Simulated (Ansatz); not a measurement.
Species: H3In, SMILES `[InH3]` (charge 0, multiplicity 1).

Give a relaxed geometry from B3LYP-D3(BJ)/def2-TZVP (Ansatz, a first-principles code).

the end point of this relaxation (outside a Z-matrix the atoms follow the SMILES, hydrogens last).
Z-matrix (Å, degrees):
```
In
H 1 1.7305
H 1 1.7305 2 120.00
H 1 1.7305 2 120.00 3 180.00
```
